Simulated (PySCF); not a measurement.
CH8Ge2, SMILES [CH3][GeH2][GeH3]. Atoms are numbered in the order given.

```xyz
11

C     -1.1741    -2.0630     0.0000
Ge     0.4454    -0.9357     0.0000
Ge    -0.1409     1.4304     0.0000
H     -0.8927    -3.1341     0.0000
H     -1.7850    -1.8553    -0.8996
H     -1.7850    -1.8553     0.8996
H      1.3059    -1.2537     1.2565
H      1.3059    -1.2537    -1.2565
H     -0.9855     1.7838    -1.2552
H     -0.9855     1.7838     1.2552
H      1.1228     2.3321     0.0000
```
Charge 0, spin multiplicity 1.

Geometry: PBE-D3(BJ)/def2-SVP. This is a generated structure with no PubChem entry under its InChIKey; it may be hypothetical.

Two levels are set side by side: PBE/pcSseg-1 (PySCF) and HF/pcSseg-1 (PySCF). GIAO shifts against GeH4 (⁷³Ge), TMS (¹H), TMS (¹³C) at the same level; non-relativistic, no solvent, atoms listed together averaged. Differences are taken from unrounded values.

```tsv
quantity	HF	PBE	PBE minus HF
δ(¹³C) of C1 (ppm)	-4.9	-0.9	4.1
δ(⁷³Ge) of Ge2 (ppm)	83.3	131.1	47.8
δ(⁷³Ge) of Ge3 (ppm)	-5.3	16.0	21.3
δ(¹H) of H7, H8 (ppm)	4.12	4.57	0.45
δ(¹H) of H9, H10, H11 (ppm)	3.84	4.12	0.27
```

Rough cost on one machine, each run with all the roots and properties that it gave: HF against PBE within a factor of 2.
